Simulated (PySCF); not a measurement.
Two species compared at the same levels of theory.

First species: C₅H₁₆Si₂.
Numbering: `[CH3:1][CH2:2][CH2:3][SiH2:4][CH2:5][CH2:6][SiH3:7]` (hydrogens: H8, H9, H10 on C1; H11, H12 on C2; H13, H14 on C3; H15, H16 on Si4; H17, H18 on C5; H19, H20 on C6; H21, H22, H23 on Si7)

Second species: C6H5F3Se.
SMILES: `Cc1c[se]c(C(F)(F)F)c1`

Levels: wB97X-D/def2-SVPD for dipole moment, HOMO energy, LUMO energy, HOMO–LUMO gap, static isotropic polarisability and electronic spatial extent ⟨r²⟩ about the centre of nuclear charge; TDDFT wB97X-D/def2-SVPD for lowest singlet excitation; PBE0-D3(BJ)/def2-SVP for rotational constant A and rotational constant C. Geometries: PBE0-D3(BJ)/def2-SVP. Each species is one conformer at its optimised geometry, gas phase, non-relativistic unless stated. Electronic properties by PySCF.

Dipoles, sizes and rotational constants follow the conformer. The torsions of the flexible species, by atom-mapped SMILES:
- `[CH3:1][CH2:2][CH2:3][SiH2:4][CH2:5][CH2:6][SiH3:7]`: C1–C2–C3–Si4 -179°, C2–C3–Si4–C5 180°, C3–Si4–C5–C6 171°, Si4–C5–C6–Si7 64°
- `[CH3:1][c:2]1[cH:3][se:4][c:5]([C:6]([F:7])([F:8])[F:9])[cH:10]1`: Se4–C5–C6–F7 112°

```
                                                         property    column X    column Y
                                                    dipole moment      1.40 D      3.23 D
                                                      HOMO energy    -9.95 eV    -8.88 eV
                                                      LUMO energy     2.03 eV     0.43 eV
                                                    HOMO–LUMO gap    11.98 eV     9.31 eV
                                        lowest singlet excitation     7.78 eV     5.15 eV
                                  static isotropic polarisability    117.8 au     95.8 au
electronic spatial extent ⟨r²⟩ about the centre of nuclear charge  2366 bohr²  1933 bohr²
                                            rotational constant A   5.547 GHz   1.447 GHz
                                            rotational constant C   0.492 GHz   0.543 GHz
```

Which column belongs to which species?

Column X is the first species and column Y the second. The first has 23 atoms and 74 electrons, the second 15 and 102.

How does each property change from the first species to the second?

dipole moment +1.83 D; HOMO energy +1.07 eV; LUMO energy -1.60 eV; HOMO–LUMO gap -2.67 eV; lowest singlet excitation -2.63 eV; static isotropic polarisability -22.0 au; electronic spatial extent ⟨r²⟩ about the centre of nuclear charge -433 bohr²; rotational constant A -4.100 GHz; rotational constant C +0.051 GHz.

On the first: No computed singlet falls in the visible range (750 to 380 nm, 1.65 to 3.26 eV); S1 lies 4.52 eV above its blue end. The principal polarisabilities are 101.1, 107.6 and 144.7 au; their mean is the isotropic value.

On the second: The 6 singlets span 5.15 to 7.01 eV, and their oscillator strengths add up to 0.25. No computed singlet falls in the visible range (750 to 380 nm, 1.65 to 3.26 eV); S1 lies 1.89 eV above its blue end. Relativistic effects, spin–orbit coupling among them, are left out although an element past zinc is present.
